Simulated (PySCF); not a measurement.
SMILES c1ccc2ccccc2c1 (GFN2-xTB optimised geometry):

```
18

C     -1.729    -1.825     0.000
C     -2.438    -0.613     0.000
C     -1.769     0.578     0.000
C     -0.358     0.613     0.000
C      0.363     1.825     0.000
C      1.729     1.825     0.000
C      2.438     0.613     0.000
C      1.769    -0.578     0.000
C      0.358    -0.613     0.000
C     -0.363    -1.825     0.000
H     -2.275    -2.757     0.000
H     -3.519    -0.632     0.000
H     -2.310     1.514     0.000
H     -0.187     2.755     0.000
H      2.275     2.757     0.000
H      3.519     0.632     0.000
H      2.310    -1.514     0.000
H      0.187    -2.756     0.000
```

Calculation: PBE0/def2-SVP run with PySCF.

Q: What are the frontier orbital energies and the dipole moment?

A: HOMO-2 -8.27 eV, HOMO-1 -7.11 eV, HOMO -6.31 eV, LUMO -1.10 eV, LUMO+1 -0.27 eV; dipole moment 0.00 D.

Meta-Löwdin charges at PBE0/def2-SVP: C1 -0.11, C2 -0.11, C3 -0.11, C4 0.01, C5 -0.11, C6 -0.11, C7 -0.11, C8 -0.11, C9 0.01, C10 -0.11, H11 0.11, H12 0.11, H13 0.11, H14 0.11, H15 0.11, H16 0.11, H17 0.11, H18 0.11.
